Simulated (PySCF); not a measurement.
## Ionisation energy of Zn⁺ by level of theory

Zn⁺ [Ar] 3d10 4s1 (2S) → Zn²⁺ [Ar] 3d10 (1S), as a difference of total energies. All numbers are calculated (PySCF 2.14, scalar relativity through the core potential, in aug-cc-pVTZ-PP with ECP10MDF (6s6p5d3f2g, 88 functions)). Correlated levels: valence: 3s2 3p6 frozen. The calculations carry no spin-orbit coupling.

```
           method  ionisation energy (eV)
              UHF                  16.848
    MP2 (valence)                  17.876
SCS-MP2 (valence)                  17.712
   CCSD (valence)                  17.767
CCSD(T) (valence)                  17.856
```

Q: How much does correlation contribute at CCSD(T) (valence)?

A: 17.856 − (16.848) = 1.008 eV, measured against UHF.

Errors of the correlated levels include the incompleteness of this basis and the frozen core.

For comparison: 17.964 eV (measured; NIST Atomic Spectra Database, ionization energies).
